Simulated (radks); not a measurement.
The germanium ion Ge3+, 29 electrons, occupied as [Ar] 3d10 4s1. Calculated with a radial shooting solver on a logarithmic mesh with Libxc functionals: scalar-relativistic Kohn-Sham, LB94 model potential, spin-polarised, spherical densities, finite nucleus; open shells are filled with parallel spins first; Fermi nuclear charge, rms radius 4.0742 fm.

Unscreened Slater integrals over Kohn-Sham orbitals (eV). They are taken over the spin-up orbitals.

integral     value
F0(4s,4s)   13.669
F0(4s,3d)   17.229
G2(4s,3d)   1.8400
F0(4s,3p)   17.433
G1(4s,3p)   1.2712
F0(4s,3s)   17.490
G0(4s,3s)  0.92943
F0(3d,3d)   35.027
F2(3d,3d)   16.344
F4(3d,3d)   10.193
F0(3d,3p)   36.310
F2(3d,3p)   17.212
G1(3d,3p)   21.115
G3(3d,3p)   12.896
F0(3d,3s)   36.851
G2(3d,3s)   16.044
F0(3p,3p)   37.991
F2(3p,3p)   18.972
F0(3p,3s)   38.554
G1(3p,3s)   25.495
F0(3s,3s)   39.174
